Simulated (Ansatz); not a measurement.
Cartesian coordinates in Å:
```
C 0.303 -1.375 -1.307
N 0.158 -0.402 -0.290
W 0.074 0.714 0.998
O -1.309 1.910 0.576
F 1.400 0.235 2.246
F -1.080 -0.140 2.208
F 1.317 2.026 0.491
H -0.393 -1.172 -2.126
H 0.095 -2.371 -0.908
H 1.323 -1.357 -1.702
H -1.888 1.931 -0.187
```

The species carries charge 0 and has multiplicity 1. W: def2 effective core potential.

(1) List the B3LYP/def2-TZVPP orbital energies in eV (Ansatz 0.2.0). (Best estimate.)

## Answers

(1) The calculation gave: Occupied: -671.13, -671.12, -671.04, -521.44, -390.82, -278.69, -84.28, -47.55, -47.46, -47.41, -31.69, -31.23, -30.93, -27.58, -24.29, -18.49, -15.21, -13.78, -13.53, -13.36, -13.27, -13.10, -12.77, -12.43, -11.80, -11.43, -11.25, -11.20, -10.67, -10.31, -9.68, -8.76, -8.60. Lowest empty: -2.61, -1.38, -1.30, -0.91, -0.19, 0.97, 1.50, 1.88.

B3LYP here is the variant with VWN-RPA as its local correlation; programs differ in this.
